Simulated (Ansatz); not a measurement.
Reaction (redistribution): `[SiH3]C[S][GaH2]` + `BCB` → `[BH2][GaH2]` + `BCSC[SiH3]`

Gas-phase electronic energies from Ansatz, PBE0-D4/def2-TZVP geometries. CBS: MP2 limit from def2 TZ/QZ plus the TZ coupled-cluster correction, frozen cores. DFT in def2-TZVPP. B3LYP here is the variant with VWN-RPA as its local correlation; programs differ in this. For Ga outer-core shells are correlated without core-valence functions, which leaves a few kJ/mol of doubt a bond. Scalar relativity is left out up to krypton. One conformer a species, not always the lowest.

`[SiH3]C[S][GaH2]`:

Z-matrix (Å, degrees):
```
Si
C 1 1.878
H 1 1.484 2 109.6
H 1 1.490 2 111.1 3 -120.9
H 1 1.488 2 108.6 3 119.2
S 2 1.826 1 109.7 3 -57.8
H 2 1.092 1 110.8 3 59.6
H 2 1.091 1 111.5 3 179.1
Ga 6 2.191 2 102.8 1 -80.8
H 9 1.558 6 115.9 2 176.6
H 9 1.563 6 116.9 2 -5.1
```

`BCB`:

Cartesian coordinates in Å:
```
B -0.121 0.954 -0.862
C 0.009 -0.510 -0.369
B 0.208 -0.507 1.169
H -1.019 1.638 -0.464
H 0.670 1.426 -1.626
H 0.718 -1.122 -0.923
H -1.026 -0.888 -0.470
H 1.198 -0.954 1.670
H -0.636 -0.036 1.876
```

`[BH2][GaH2]`:

Cartesian coordinates in Å:
```
B 0.601 0.417 -0.821
Ga -0.529 -0.365 0.720
H 1.357 -0.257 -1.462
H 0.544 1.573 -1.131
H -1.968 -0.963 0.489
H -0.006 -0.404 2.206
```

`BCSC[SiH3]`:

Cartesian coordinates in Å:
```
B -0.612 0.164 2.741
C -0.444 -0.318 1.276
S 1.206 -0.088 0.608
C 0.976 -0.652 -1.098
Si 0.126 0.659 -2.143
H 0.224 0.807 3.304
H -1.635 -0.095 3.307
H -1.182 0.272 0.706
H -0.770 -1.360 1.173
H 0.453 -1.612 -1.105
H 1.979 -0.836 -1.494
H -1.145 1.086 -1.500
H 1.021 1.836 -2.272
H -0.197 0.138 -3.501
```

```csv
level,ΔE (kJ/mol),difference from CCSD(T)/CBS
PBE-D4,180.2,-2.3
r2SCAN-D4,186.9,4.4
PBE0-D4,182.1,-0.4
B3LYP-D4,182.7,0.2
ωB97X-V,177.3,-5.2
ωB97M-V,182.2,-0.3
B2PLYP,184.8,2.3
PBE,179.3,-3.2
r2SCAN,187.0,4.5
PBE0,181.4,-1.1
B3LYP,180.8,-1.7
HF/def2-TZVPP,181.5,-1.0
MP2/def2-TZVPP,190.5,8.0
SCS-MP2/def2-TZVPP,184.5,2.0
CCSD/def2-TZVPP,180.1,-2.4
CCSD(T)/def2-TZVPP,182.2,-0.3
HF/def2-QZVPP,181.0,-1.5
MP2/def2-QZVPP,190.5,8.0
SCS-MP2/def2-QZVPP,184.8,2.3
HF/CBS(def2),180.9,-1.6
MP2/CBS(def2),190.8,8.3
CCSD/CBS(def2),180.4,-2.1
CCSD(T)/CBS,182.5,0
```

Largest T1 diagnostic among the species: 0.014.
